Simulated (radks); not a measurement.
Results of a calculation; reference values are marked as such.
Task: Successive ionisation energies (eV) of one element, from differences of total energies of ions in their ground configurations, starting at charge 0: 9.052, 16.694, 24.980, 44.506, 56.172, 99.777, 120.21, 141.47, 163.49, 186.19, 215.76, 240.52, 265.93, 291.94, 318.50, 424.06, 452.77, 481.45, 518.00, 548.23, 578.35, 662.89. Code: a radial shooting solver on a logarithmic mesh with Libxc functionals. Model: scalar-relativistic Kohn-Sham, LDA (Slater exchange, VWN5 correlation), spin-polarised, spherical densities, finite nucleus; open shells are filled with parallel spins first (spin-orbit coupling, left out, can overturn this in heavy ions); Fermi nuclear charge, rms radius 4.6802 fm. Which element is it?

Result: Antimony (Z = 51). The first species listed is Sb in [Kr] 4d10 5s2 5p3, the last Sb21+ in [Ar] 3d10 4s2.
